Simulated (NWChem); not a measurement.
Molecule: CH₃FO₂Si; SMILES O=C[Si@@H](O)F

```xyz
8

O      0.1346    -2.0255     0.3591
C      0.7878    -1.1835    -0.2450
Si    -0.0543     0.5591    -0.4174
O     -1.5602     0.2521     0.2012
F      0.8090     1.5964     0.5113
H      1.8213    -1.4419    -0.6309
H     -0.1302     1.1636    -1.7786
H     -1.5332    -0.6287     0.6393
```
Atoms are numbered in this order, from 1.

Coordinates come from a PBE-D3(BJ)/def2-SVP optimisation.

Question: List the 4 lowest vertical singlet excitations from PBE/6-31+G* (spherical d), TDA (NWChem).

Answer: 
```json
[
 {"state": "S1", "energy (eV)": "3.15", "oscillator strength": "0.001", "leading excitation (squared amplitude)": "HOMO → LUMO (1.00)"},
 {"state": "S2", "energy (eV)": "4.73", "oscillator strength": "0.006", "leading excitation (squared amplitude)": "HOMO−1 → LUMO (0.99)"},
 {"state": "S3", "energy (eV)": "5.57", "oscillator strength": "0.000", "leading excitation (squared amplitude)": "HOMO−2 → LUMO (0.97)"},
 {"state": "S4", "energy (eV)": "5.69", "oscillator strength": "0.016", "leading excitation (squared amplitude)": "HOMO → LUMO+1 (0.96)"}
]
```
